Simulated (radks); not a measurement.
Values are calculated unless marked as measured or tabulated.
All-electron atom: the zirconium ion Zr+ in [Kr] 4d2 5s1. Code: a radial shooting solver on a logarithmic mesh with Libxc functionals. Model: scalar-relativistic Kohn-Sham, BLYP, spin-polarised, spherical densities, finite nucleus; open shells are filled with parallel spins first (spin-orbit coupling, left out, can overturn this in heavy ions); Fermi nuclear charge, rms radius 4.2694 fm.

Normalised radial functions P(r) = r R(r), r in bohr:

| r | 3d down |
|---|---|
| 0.001449 | 0.0000 |
| 0.002231 | 0.0000 |
| 0.003437 | 0.0001 |
| 0.005294 | 0.0002 |
| 0.008154 | 0.0007 |
| 0.01256 | 0.0024 |
| 0.01935 | 0.0079 |
| 0.0298 | 0.0250 |
| 0.0459 | 0.0741 |
| 0.07071 | 0.1996 |
| 0.1089 | 0.4696 |
| 0.1664 | 0.9034 |
| 0.2563 | 1.3629 |
| 0.3949 | 1.4691 |
| 0.6082 | 1.0335 |
| 0.9369 | 0.4202 |
| 1.443 | 0.0808 |
| 2.223 | 0.0053 |
| 3.424 | 0.0001 |
| 5.274 | 0.0000 |
| 8.124 | 0.0000 |

3d down: eigenvalue -181.01 eV, 0 radial nodes, <r> = 0.453 bohr, 90 % of the charge inside 0.728 bohr.
